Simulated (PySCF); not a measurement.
Work out the structure from these simulated measurements.

Formula: C3H11NSi3.

| Property | Result |
| --- | --- |
| UV, strongest line | among the 8 lowest singlet transitions: S6 at 7.81 eV (159 nm, f = 0.145) [TDDFT wB97X-D/def2-SVPD] |
| NMR, other nuclei | isotropic shieldings of nuclei other than C and H, by class: -29 (1 N), 384 (1 Si), 427 (1 Si), 472 (1 Si) ppm [GIAO PBE0/pcSseg-1] |
| Dipole | 4.55 D [wB97X-D/def2-SVPD] |
| 13C NMR | chemical shifts (computed TMS as zero) by class: 122.6 (1 C), -0.1 (1 C), -10.4 (1 C) ppm [GIAO PBE0/pcSseg-1] |
| Rotational structure | rotational constants A, B, C: 1.744, 0.848, 0.666 GHz [GFN2-xTB] |
| 1H NMR | chemical shifts (computed TMS as zero) by class: 4.81 (1 H), 3.95 (3 H), 3.59 (3 H), 1.69 (1 H), 1.58 (1 H), 0.18 (1 H), -0.22 (1 H) ppm [GIAO PBE0/pcSseg-1] |
| Polarisability | 120.5 au [wB97X-D/def2-SVPD] |

Electronic properties: PySCF, gas phase, density fitting. Levels stand in brackets. One conformer (not necessarily the lowest) at the GFN2-xTB geometry, without solvent, vibrations or thermal averaging. GFN2-xTB frequencies show an imaginary mode (40i cm⁻¹), so this geometry is no minimum at that level. NMR classes are plain means over equivalent atoms (diastereotopic ones count apart unless rotation or inversion swaps them), as if these changed places fast.

Q: What is the compound? Reason from the data.

A: Numbering: `[N:1]#[C:2][CH2:3][Si@@H:4]([SiH3:5])[CH2:6][SiH3:7]`. Its formula, C3H11NSi3, gives 2 degrees of unsaturation: 0 rings and 2 π bonds in the structure found. 3 carbons fall into 3 classes; from least to most shielded: nitrile carbon [C2] (122.6 ppm), sp3 carbon bound to silicon [C3] (-0.1 ppm), sp3 carbon bound to silicon [C6] (-10.4 ppm). Hydrogen classes from least to most shielded: 1 H on an SiH silicon, Si4 (4.81 ppm), 3 H on an SiH3 silicon, Si7 (3.95 ppm), 3 H on an SiH3 silicon, Si5 (3.59 ppm), 1 H on an sp3 carbon bound to silicon, C3 (1.69 ppm), 1 H on an sp3 carbon bound to silicon, C3 (1.58 ppm), 1 H on an sp3 carbon bound to silicon, C6 (0.18 ppm), 1 H on an sp3 carbon bound to silicon, C6 (-0.22 ppm). The other shieldings belong to: -29 ppm, nitrile nitrogen [N1]; 384 ppm, SiH silicon [Si4]; 427 ppm, SiH3 silicon [Si7]; 472 ppm, SiH3 silicon [Si5]. The optimised geometry has point group C1 and is an asymmetric top. Structure: `N#CC[Si@@H]([SiH3])C[SiH3]`. Computed isomers that give other values at the same levels: `C[Si]([SiH3])([SiH3])CC#N` (13C chemical shifts (computed TMS as zero) by class: 123.3 (1 C), 3.1 (1 C), -1.1 (1 C) ppm); `C=C1[SiH2][C@H]1N([SiH3])[SiH3]` (13C chemical shifts (computed TMS as zero) by class: 144.2 (1 C), 134.3 (1 C), 46.4 (1 C) ppm); `C#C[Si@@H](N)C[SiH2][SiH3]` (13C chemical shifts (computed TMS as zero) by class: 101.0 (1 C), 92.8 (1 C), -5.1 (1 C) ppm). The assignments are read from this structure; whether some other isomer fits the data as well wasn't checked. The mirror image fits equally.

Shape of the structure used: `[N:1]#[C:2][CH2:3][Si@@H:4]([SiH3:5])[CH2:6][SiH3:7]`: C2–C3–Si4–Si5 59°, C3–Si4–C6–Si7 -55°.
